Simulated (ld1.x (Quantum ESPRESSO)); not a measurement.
Ba: excitation energies, all-electron against RRKJ

| Quantity | Value |
| --- | --- |
| Element | barium |
| Generator | ld1.x (Quantum ESPRESSO) 7.5 |
| Type | norm-conserving RRKJ (Kleinman–Bylander form) |
| Functional | PBEsol |
| Relativity | fully relativistic |
| Frozen core | [Kr] 4d10 |
| Valence charge | 10 |
| Reference configuration | 5s2 5p6 5d0 6s0 6p0 (charge +2) |
| Partial waves | 5p (bound): rc 2.85 bohr; 5d (bound, empty): rc 2.70 bohr; 5s (bound): rc 2.05 bohr |
| Local potential | the s channel |
| Core correction | none |
| rho0 | 0.01 |

Open shells are filled in proportion to 2j + 1 (rel_dist='average').

Energies are relative to the spin-unpolarised reference configuration 5s2 5p6 5d0 6s0 6p0; without spin polarisation the order of configurations can differ from experiment.

```json
{"valence configuration": "5s2 5p6 5d0 6s2 6p0", "charge": "0", "ΔE all-electron (eV)": "-15.272", "error AE − PS (meV)": "+266"}
{"valence configuration": "5s2 5p6 5d0 6s1 6p0", "charge": "+1", "ΔE all-electron (eV)": "-9.891", "error AE − PS (meV)": "+197"}
{"valence configuration": "5s2 5p6 5d1 6s1 6p0", "charge": "0", "ΔE all-electron (eV)": "-13.929", "error AE − PS (meV)": "+116"}
{"valence configuration": "5s2 5p6 5d1 6s0 6p0", "charge": "+1", "ΔE all-electron (eV)": "-9.236", "error AE − PS (meV)": "-0.5"}
{"valence configuration": "5s1 5p6 5d0 6s2 6p0", "charge": "+1", "ΔE all-electron (eV)": "23.530", "error AE − PS (meV)": "+651"}
```

**Question.** What are ΔE and the potential's error for 5s2 5p6 5d0 6s1.5 6p0?

**Answer.** ΔE = -13.125 eV all-electron; the error (AE − PS) is +242 meV.

**Question.** What are ΔE and the potential's error for 5s2 5p5 5d0 6s2 6p0?

**Answer.** ΔE = 8.081 eV all-electron; the error (AE − PS) is +576 meV.

Levels in the configuration 5s2 5p6 5d0 6s1.5 6p0:

| level | all-electron (eV) | pseudo (eV) |
| --- | --- | --- |
| 5s j=1/2 | -36.370 | -36.137 |
| 5p j=1/2 | -22.878 | -22.660 |
| 5p j=3/2 | -20.783 | -20.574 |
| 6s j=1/2 | -5.363 | -5.430 |

ld1.x printed “convergence not achieved” for 7 of the counted tests; their residual had stalled under 1e-8, short of the target of 1e-14.

Note: ghost state, extra bound levels that the all-electron valence spectrum of the same l lacks: p1/2 at -244.0 eV. A true bound ghost makes a file unfit for plane-wave use.
